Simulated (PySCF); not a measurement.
Kr³¹⁺ (krypton, charge +31) across methods

[He] 2s2 2p1, 2P determinant. Calculation: PySCF 2.14, in an even-tempered Gaussian basis (17 s from 9.3 bohr⁻², ratio 2.2; 11 p from 12 bohr⁻², ratio 2.2; 6 d from 49 bohr⁻², ratio 2.4; 5 f from 73 bohr⁻², ratio 2.4; 4 g from 110 bohr⁻², ratio 2.4); the non-relativistic Hamiltonian (point nucleus).

| method | E (hartree) | mean ε 2s α (eV) | mean ε 2s β (eV) | mean ε 2p α (eV) | Σ⟨r²⟩ (bohr²) | ⟨S²⟩ |
| --- | --- | --- | --- | --- | --- | --- |
| B3LYP | -1699.672 | -3712.3 | -3694.7 | -3629.1 | 0.1033 | 0.750 |
| PBE | -1699.573 | -3699.0 | -3684.3 | -3613.5 | 0.1033 | 0.750 |
| LDA | -1696.455 | -3695.1 | -3679.6 | -3607.9 | 0.1034 | 0.750 |
| r2SCAN | -1699.729 | -3704.6 | -3687.6 | -3621.6 | 0.1033 | 0.750 |
| UHF | -1699.68248 | -3762.1 | -3734.1 | -3686.1 | 0.1033 | 0.750 |
| PBE0 | -1699.635 | -3715.1 | -3697.2 | -3631.8 | 0.1033 | 0.750 |

Task: Estimate the same row for PW91.

Result: E (hartree) = -1699.740; mean ε 2s α (eV) = -3699.6; mean ε 2s β (eV) = -3684.8; mean ε 2p α (eV) = -3614.5; Σ⟨r²⟩ (bohr²) = 0.1033; ⟨S²⟩ = 0.750.

Spin-orbit coupling, absent here, splits the open shell strongly.
